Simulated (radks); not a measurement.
Results of a calculation; reference values are marked as such.
Task: The germanium anion Ge4-, [Kr], held by a Watson sphere: a shell of charge +4 at radius R that stands for the Madelung well of a crystal (potential energy -4/R inside, -4/r outside, in hartree with lengths in bohr). Level of theory: scalar-relativistic Kohn-Sham, LDA (Slater exchange, Perdew-Wang correlation), spin-unpolarised, spherical densities, point nucleus (a radial shooting solver on a logarithmic mesh with Libxc functionals). Response by self-consistent Sternheimer equations with the Hartree and adiabatic LDA kernel, the relativistic mass of each level held fixed and spin-orbit coupling left out. The sphere does not respond.

R (bohr)  e(3d) (eV)  e(4s) (eV)  e(4p) (eV)  <r> 4p (bohr)  sum of <r^2> (bohr^2)  X-ray form factor at sin(theta)/lambda = 0.2 1/angstrom  alpha (bohr^3)
2.23         -29.741     -15.748      -7.590          2.546                  66.26                                                   25.824           39.39
2.88         -27.578     -13.252      -6.305          2.902                  81.48                                                   25.419           65.71
3.78         -26.706     -11.045      -4.846          3.414                  106.1                                                   25.285           132.6
5.02         -26.446      -9.612      -3.551          4.145                  147.4                                                   25.413           317.0
5.03         -26.445      -9.605      -3.543          4.151                  147.8                                                   25.415           319.0

Estimate the row for R = 3.23 bohr.

Result: e(3d) (eV) -27.092; e(4s) (eV) -12.241; e(4p) (eV) -5.683; <r> 4p (bohr) 3.099; sum of <r^2> (bohr^2) 90.59; X-ray form factor at sin(theta)/lambda = 0.2 1/angstrom 25.321; alpha (bohr^3) 86.67.
